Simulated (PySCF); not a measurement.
W(OH)₂ + Cl₂ → WOCl₂ + H₂O

Level: PBE0 in the def2-TZVP basis family, computed in PySCF with density fitting; scalar-relativistic core potentials for atoms from Rb on, none lighter, no spin–orbit coupling; open shells unrestricted.

| species | state and structure | E (Eh) | ZPE (kJ/mol) | H(298 K) − H(0) (kJ/mol) | S° (J/(mol K)) |
| --- | --- | --- | --- | --- | --- |
| W(OH)₂ | triplet, D∞h, O–H 0.953 Å (×2), W–O 1.822 Å (×2) | -218.64109 | 69.3 | 16.0 | 300.2 |
| Cl₂ | singlet, D∞h, Cl–Cl 1.982 Å | -920.08940 | 3.5 | 9.1 | 222.5 |
| WOCl₂ | triplet, C2v, W–Cl 2.273 Å (×2), W–O 1.677 Å; Cl–W–Cl 122.2°, Cl–W–O 118.9° (×2) | -1062.52585 | 13.6 | 16.9 | 344.5 |
| H₂O | singlet, C2v, O–H 0.960 Å (×2); H–O–H 105.1° | -76.37736 | 56.5 | 9.9 | 188.7 |

(1) What is the electronic reaction energy?

(2) Add zero-point, thermal and entropy terms for 298.15 K and 1 bar.

Answers

(1) At PBE0/def2-TZVP, ΔE = -453.5 kJ/mol from the differences of the total energies times 2625.5, downhill. 

(2) ΔZPE = -2.7 and Δ[H(298) − H(0)] = 1.7 kJ/mol give ΔH° = -454.5 kJ/mol. ΔS° = 10.5 J/(mol K), so ΔG° = -454.5 − 298.15 × (0.0105) = -458 kJ/mol.

Spin–orbit coupling can matter for W(OH)₂, WOCl₂ and is left out. Open d or f shells are single determinants, so the state found may not be the ground state. Only the bonding shown was studied: isomers, or loss of a ligand pair, can lie lower.
